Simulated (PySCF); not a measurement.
## Dipole response of Ru (ruthenium, neutral)

[Kr] 4d6 5s1 5p1, one real determinant (an excited configuration). Computed with PySCF 2.14 in def2-QZVPPD with the def2 core potential (28 electrons) (7s5p4d4f2g, 88 functions), with scalar relativity through the core potential. Coupled (time-dependent) response in atomic units; α is the mean over directions.

```csv
method,mean α (bohr³),"α xx, yy, zz",C₆ (like pair),S(−4)
TPSS,74.60,"59.58, 59.58, 104.6",846.9,2924
```

S(−4) is the Cauchy moment in α(ω) = α(0) + S(−4) ω² + …

Spin-orbit coupling is absent.

α(iu) at TPSS:

```
u (hartree)  α(iu) (bohr³)
          0          74.60
     0.0500          68.28
      0.100          56.13
      0.200          36.14
      0.300          24.55
      0.500          13.82
      0.750          8.501
       1.00          5.967
       1.50          3.533
       2.00          2.365
       3.00          1.274
       5.00         0.5351
```

The components differ because the open shell of this determinant is not spherical; for a pure term their mean is the scalar polarisability.

⟨L²⟩ = 8.03 against 12 for a pure F term, so this real determinant mixes terms. Energies and moments cover only the electrons outside the core potential.
